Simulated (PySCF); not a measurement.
Ta(O)(F)(NH2)2 (FH4N2OTa), SMILES [NH2][Ta]([NH2])(=[O])[F], multiplicity 1. The structure is a stationary point at PBE-D3(BJ)/def2-SVP. The multiplicity is an assumed one; no other spin state was optimised. The structure was generated by enumeration; whether it is a known compound was not checked. The def2 effective core potentials stand for the cores of Ta; spin–orbit coupling is left out. Other conformers were not sampled.

Calculation: PBE-D3(BJ)/def2-SVP in PySCF.

Harmonic wavenumbers (cm⁻¹): 163, 168, 177, 197, 198, 291, 395, 458, 495, 552, 575, 649, 660, 669, 965, 1463, 1466, 3464, 3467, 3559, 3559. Rotational constants (GHz): 3.086, 3.066, 2.671; symmetry number 1.

Question: Work out the zero-point energy and the ideal-gas rigid-rotor harmonic-oscillator thermochemistry at 298.15 K and 1 atm.

Answer: ZPE = ½ Σ hcν = ½ × 23593 cm⁻¹ = 141.11 kJ/mol. H − E(el) = 164.15 kJ/mol. Entropy in J/(mol K): translation 177.51, rotation 112.74, vibration 74.35, total 364.59. G − E(el) = 55.44 kJ/mol. Cp = 119.59 J/(mol K).
